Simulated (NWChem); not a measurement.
Molecule: SiH₃SO₂F; SMILES F[Si](S)(O)O

```xyz
8

O     -1.2827    -0.9628     0.7980
Si     0.0550    -0.3367     0.0753
O      1.3797    -0.9052     0.8545
F      0.0937    -0.7940    -1.4697
S      0.0006     1.7896     0.1485
H     -2.1305    -0.8171     0.3544
H      1.3867    -1.8577     1.0321
H      0.9442     1.9834    -0.7983
```
Atoms are numbered in this order, from 1.

All runs: NWChem. Pople sets run with spherical d functions. STO-3G and 3-21G are far too small for this property and stand as cheap habits. Coordinates come from a B3LYP/6-31G* (spherical d) optimisation. GIAO values for the isolated, static molecule; σ is the absolute isotropic shielding, δ = σ(reference) − σ with the isolated reference molecule computed at the same levels (19F: trichlorofluoromethane, 1H: tetramethylsilane, 17O: water, 29Si: tetramethylsilane).

```csv
level,δ O1 (ppm),δ Si2 (ppm),δ O3 (ppm),δ F4 (ppm),σ S5 (ppm),δ H6 (ppm),δ H7 (ppm)
Hartree-Fock/6-31G*,33.0,-32.0,29.1,-79.7,771.3,2.56,2.84
Hartree-Fock/STO-3G,?,?,?,?,?,?,?
PBE0/pcSseg-1,65.8,-35.2,59.8,-122.0,723.0,2.44,2.70
```

What belongs in the gaps?


- Hartree-Fock/STO-3G, δ O1 (ppm): -80.4
- Hartree-Fock/STO-3G, δ Si2 (ppm): 16.9
- Hartree-Fock/STO-3G, δ O3 (ppm): -84.6
- Hartree-Fock/STO-3G, δ F4 (ppm): -168.4
- Hartree-Fock/STO-3G, σ S5 (ppm): 976.4
- Hartree-Fock/STO-3G, δ H6 (ppm): -2.45
- Hartree-Fock/STO-3G, δ H7 (ppm): -1.95
